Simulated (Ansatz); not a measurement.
One geometry of Si₄Au₃⁻, several levels of theory.

```yaml
crystal:
  periodic: [false, false, false]
  atoms:
    - {symbol: Au, position_ang: [2.163623, -0.713361, 0.462760]}
    - {symbol: Au, position_ang: [0.506046, -2.016917, -1.409336]}
    - {symbol: Au, position_ang: [0.385068, 0.135890, 2.479256]}
    - {symbol: Si, position_ang: [-0.790598, 1.151323, 0.720602]}
    - {symbol: Si, position_ang: [-0.731010, -0.023024, -1.392970]}
    - {symbol: Si, position_ang: [1.162577, 1.222769, -0.647108]}
    - {symbol: Si, position_ang: [-2.695716, 0.243319, -0.213204]}
basis:
  gaussian: {orbitals: def2-TZVPD, initial_orbitals: start.molden}
total_charge: -1
correlation: {method: mp2}
scf: {omitted_lower_state_checks: [starts]}
output: {orbitals: {seedname: orbitals}}
```

The file start.molden holds the orbitals of an earlier run on this structure, at another level or in another basis.

```sh
$ ansatz run in.yaml --threads 4 --pin off --events-out ev --progress --plain --max-ram 4787MiB
```

It prints (some lines left out):

```
Functional definition: HF
2176 factors; integrals over basis functions are off by at most 7.4e-4 eV
mean field evaluation 1: about -42450.8177 eV, gradient 4.0e1 eV
mean field evaluation 2: about -42452.6068 eV, gradient 2.3e0 eV
mean field evaluation 4: about -42453.7145 eV, gradient 2.8e0 eV
mean field evaluation 8: about -42453.7516 eV, gradient 1.5e-3 eV
mean field -42453.75161416 eV, -1560.1465956341 hartree, gradient 2.1e-6 eV, S^2 0.000000; 0 other end points of the search recorded, 0 dependent functions left out; unrestricted orbitals would lower it
mean field evaluation 16: about -42453.7935 eV, gradient 1.1e0 eV
20 core orbitals not correlated, not the lowest: weight in the atoms' cores, before any rotation towards them, 1.000 or more for the frozen orbitals, at most 0.000 for the correlated occupied ones
reference -42453.75161416 eV, -1560.1465956341 hartree; 37, 37 occupied and 244, 244 virtual orbitals, 2176 factors
second order -52.31382363 eV of doubles, -0.00000000 eV of singles
Total energy: -42506.06543779 eV, -1562.0690931929 hartree
Checks for a lower state left out: starts
```

Run time 22 s (4 threads of Arm Neoverse V1 on a shared host), peak host memory 1.4 GiB.

Geometry: r2SCAN-D4/def2-SVPD.

In the def2 sets Au takes a core potential; there is no spin–orbit coupling. Correlated methods freeze 20 core orbitals; core or outer-core shells of Au are correlated, in sets that lack core-valence functions. The restricted singlet (for correlated methods, its reference) is unstable: a solution with broken spin symmetry lies lower. Another isomer (singlet) lies 1.63 eV lower at PBE0-D4/def2-TZVPD; other spin states weren't run for this one.
